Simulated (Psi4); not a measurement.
IRb, charge -1, doublet, at the geometry of the source list (a state made from the parent by changing its charge; the spin is typed, not shown lowest) (core potentials on I, Rb) (a gas-phase anion, which may not be bound at this level). Base run: R2SCAN/def2-SV(P) run with Psi4.

Input for Psi4:
```
memory 2 GB

molecule mol {
-1 2
Rb   -1.089600   -0.774000   -0.928300
I     1.089600    0.774000    0.928300
}

set {
  basis def2-sv(p)
  reference uks
}

energy('r2scan')
print_variables()
```

Variants of this job, named by their change:

```csv
change,ΔE vs base (mEh),SCF cycles,grid points,basis functions,outcome
base,0.000,10,43580,50,converged
dft_radial_points = 35,-4.118,10,20530,50,converged
d_convergence = 1e-10,0.000,15,43580,50,converged
soscf = true,-,-,-,50,stopped with an error
puream = true,0.000,10,43580,50,converged
puream = false,-1.180,10,43580,54,converged
df_basis_scf = def2-universal-jkfit,0.000,10,43580,50,converged
scf_type = disk_df,0.000,10,43580,50,converged
cholesky_tolerance = 1e-6 (with scf_type cd),0.015,10,43580,50,converged
dft_spherical_points = 974,0.052,10,139478,50,converged
dft_nuclear_scheme = becke,-0.118,10,43528,50,converged
ints_tolerance = 1e-8,0.000,10,43580,50,converged
dft_nuclear_scheme = stratmann,0.045,10,41619,50,converged
```

Open shells are given as the SCF converged; they aren't shown to be the lowest states, and a large step between rows can be another state.

A gas-phase anion may not be bound at this level; its values then depend on the basis.

- soscf = true: ended with `Fatal Error: Vx: UKS does not support rotated V builds for MGGA's`
